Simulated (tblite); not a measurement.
Species: 3-acetylpyridine, C7H7NO.
Bonds: C1–C2, C2–O3 (double), C2–C4, C4–C5 (aromatic), C5–C6 (aromatic), C6–C7 (aromatic), C7–N8 (aromatic), N8–C9 (aromatic), C4–C9 (aromatic). Hydrogens: H10, H11, H12 on C1; H13 on C5; H14 on C6; H15 on C7; H16 on C9.

Computed with GFN2-xTB (tblite), gas phase: Langevin dynamics at 600 K from the optimised GFN2-xTB geometry, time step 0.5 fs, friction 0.01 fs⁻¹, 2000 steps. The instantaneous temperature is 2·E(kin)/(3Nk) with all 3N coordinates.

| t (fs) | T (K) | E(pot) above start (eV) | C1–C2 (Å) | C2=O3 (Å) | C2–C4 (Å) | C4–C5 (Å) | C5–C6 (Å) | C1–H10 (Å) | C1–C2–C4–C5 (°) |
| --- | --- | --- | --- | --- | --- | --- | --- | --- | --- |
| 0 | 488 | 0.000 | 1.507 | 1.210 | 1.489 | 1.397 | 1.382 | 1.088 | 180 |
| 25 | 217 | 0.647 | 1.532 | 1.176 | 1.477 | 1.429 | 1.365 | 1.084 | 174 |
| 50 | 367 | 0.741 | 1.502 | 1.248 | 1.509 | 1.472 | 1.364 | 1.111 | 173 |
| 75 | 346 | 0.755 | 1.521 | 1.222 | 1.449 | 1.411 | 1.337 | 1.113 | 175 |
| 100 | 318 | 0.754 | 1.545 | 1.162 | 1.501 | 1.403 | 1.354 | 1.070 | 164 |
| 125 | 382 | 0.668 | 1.466 | 1.197 | 1.486 | 1.366 | 1.428 | 1.085 | 169 |
| 150 | 353 | 0.999 | 1.518 | 1.240 | 1.472 | 1.379 | 1.450 | 1.142 | 174 |
| 175 | 497 | 1.068 | 1.558 | 1.228 | 1.460 | 1.435 | 1.409 | 1.090 | 178 |
| 200 | 472 | 1.066 | 1.432 | 1.195 | 1.483 | 1.443 | 1.356 | 1.066 | 180 |
| 225 | 670 | 0.636 | 1.540 | 1.217 | 1.443 | 1.421 | 1.386 | 1.090 | -179 |
| 250 | 388 | 1.213 | 1.553 | 1.205 | 1.452 | 1.398 | 1.397 | 1.056 | 179 |
| 275 | 520 | 0.953 | 1.513 | 1.248 | 1.499 | 1.371 | 1.458 | 1.144 | -167 |
| 300 | 562 | 1.086 | 1.464 | 1.207 | 1.535 | 1.364 | 1.394 | 1.143 | -171 |
| 325 | 526 | 1.329 | 1.594 | 1.167 | 1.558 | 1.391 | 1.347 | 1.094 | -167 |
| 350 | 930 | 1.012 | 1.590 | 1.218 | 1.505 | 1.446 | 1.372 | 1.057 | -169 |
| 375 | 540 | 1.691 | 1.464 | 1.246 | 1.480 | 1.488 | 1.441 | 1.090 | -154 |
| 400 | 608 | 1.332 | 1.462 | 1.191 | 1.477 | 1.441 | 1.411 | 1.145 | -162 |
| 425 | 683 | 1.040 | 1.561 | 1.186 | 1.456 | 1.354 | 1.329 | 1.078 | -155 |
| 450 | 519 | 1.494 | 1.615 | 1.227 | 1.545 | 1.350 | 1.350 | 1.056 | -149 |
| 475 | 879 | 0.879 | 1.482 | 1.247 | 1.522 | 1.394 | 1.389 | 1.108 | -147 |
| 500 | 650 | 1.189 | 1.475 | 1.257 | 1.484 | 1.467 | 1.366 | 1.118 | -153 |
| 525 | 546 | 1.305 | 1.560 | 1.184 | 1.484 | 1.418 | 1.384 | 1.091 | -151 |
| 550 | 785 | 1.275 | 1.503 | 1.188 | 1.471 | 1.368 | 1.432 | 1.103 | -136 |
| 575 | 535 | 1.393 | 1.564 | 1.246 | 1.497 | 1.390 | 1.441 | 1.133 | -128 |
| 600 | 774 | 0.906 | 1.545 | 1.193 | 1.413 | 1.382 | 1.376 | 1.062 | -119 |
| 625 | 658 | 0.950 | 1.499 | 1.201 | 1.464 | 1.441 | 1.374 | 1.080 | -101 |
| 650 | 409 | 1.255 | 1.487 | 1.225 | 1.492 | 1.439 | 1.358 | 1.139 | -92 |
| 675 | 773 | 0.911 | 1.520 | 1.232 | 1.435 | 1.377 | 1.381 | 1.124 | -113 |
| 700 | 531 | 1.315 | 1.561 | 1.210 | 1.499 | 1.368 | 1.402 | 1.024 | -120 |
| 725 | 604 | 1.192 | 1.498 | 1.195 | 1.480 | 1.369 | 1.402 | 1.132 | -106 |
| 750 | 615 | 1.209 | 1.498 | 1.225 | 1.580 | 1.404 | 1.399 | 1.178 | -94 |
| 775 | 631 | 1.242 | 1.534 | 1.218 | 1.581 | 1.351 | 1.382 | 1.088 | -90 |
| 800 | 655 | 1.420 | 1.449 | 1.179 | 1.523 | 1.332 | 1.385 | 1.041 | -84 |
| 825 | 852 | 1.079 | 1.533 | 1.204 | 1.610 | 1.383 | 1.435 | 1.127 | -76 |
| 850 | 424 | 1.810 | 1.508 | 1.262 | 1.517 | 1.350 | 1.490 | 1.119 | -71 |
| 875 | 513 | 1.336 | 1.491 | 1.215 | 1.540 | 1.396 | 1.429 | 1.037 | -86 |
| 900 | 686 | 0.855 | 1.489 | 1.204 | 1.496 | 1.396 | 1.423 | 1.103 | -92 |
| 925 | 627 | 0.993 | 1.524 | 1.256 | 1.532 | 1.467 | 1.410 | 1.105 | -81 |
| 950 | 656 | 1.223 | 1.532 | 1.180 | 1.522 | 1.426 | 1.381 | 1.090 | -80 |
| 975 | 732 | 1.069 | 1.444 | 1.178 | 1.495 | 1.435 | 1.381 | 1.145 | -88 |
| 1000 | 507 | 1.089 | 1.528 | 1.231 | 1.476 | 1.478 | 1.410 | 1.109 | -81 |

**Question.** From 500 fs on, how do temperature and potential energy compare with equipartition?

**Answer.** The mean temperature of these 21 frames is 627 K against the target 600 K, and the mean potential energy 1.19 eV against 42 × kT/2 = 1.09 eV for 42 classical harmonic modes. For 16 atoms in a canonical ensemble the temperature itself scatters by T·√(2/(3N)) = 122 K; here its standard deviation is 115 K. The whole run lasts only 10 friction times of 100 fs, so these averages carry a wide statistical error.

**Question.** What are the kinetic and total energies of the listed frame with the highest potential energy?

**Answer.** The one at 850 fs, 1.810 eV above the start. Its kinetic energy is 3NkT/2 = 0.877 eV at 424 K, so the sum is 2.69 eV; over the listed frames the sum runs from 1.01 to 2.94 eV, since the thermostat adds and removes energy.

**Question.** How much do the listed bonds fluctuate from 500 fs on?

**Answer.** 
```
  bond  at the start (Å)  mean (Å)  standard deviation (Å)
 C1–C2             1.507     1.512                   0.033
 C2=O3             1.210     1.213                   0.026
 C2–C4             1.489     1.504                   0.046
 C4–C5             1.397     1.402                   0.040
 C5–C6             1.382     1.402                   0.031
C1–H10             1.088     1.102                   0.037
```

The motion is classical and holds no zero-point motion.

What follows is the cost of the whole dynamics run. Hardware: Arm Neoverse V1, one thread, shared host with 32 logical CPUs at a one-minute load of 12. Cost: 12 s, 0.18 GiB resident at most.
